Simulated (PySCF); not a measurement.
# From computed data to an observable: oscillator strength and radiative lifetime

Ga(I)(OH)2 (GaH2IO2), SMILES [OH][Ga]([OH])[I].

Coordinates come from a B3LYP-D3(BJ)/def2-SVP optimisation. The structure was generated by enumeration; whether it is a known compound was not checked. The def2 effective core potentials stand for the cores of I; spin–orbit coupling is left out. One conformer was computed; it need not be the lowest.

TDA-PBE/def2-SVPD (PySCF 2.14.0) puts the first singlet state with f over 0.02 at 5.84 eV (vertical), with the transition dipole (0.000, 0.000, 0.536) in atomic units.

Task: Find the oscillator strength, the wavelength and the radiative lifetime that this transition would have in vacuum if emission retraced absorption.

Result: 
|μ|² = 0.2873 au, so |μ| = 1.36 D. ΔE = 5.84/27.211 = 0.2146 hartree. f = (2/3) ΔE |μ|² = 0.041 (the program prints 0.041).
λ = 1239.84/5.84 = 212 nm; ν = 47103 cm⁻¹.
Einstein's coefficient A = 0.6670 ν² f s⁻¹ (ν in cm⁻¹) = 6.1e7 s⁻¹, so τ = 1/A = 16 ns. This state is S6; the lower singlets have f = 0.018, 0.007, 0.000, 0.000, 0.000. The figure is the radiative limit of this one transition; relaxation, internal conversion, crossing to triplets and a medium change what is measured.
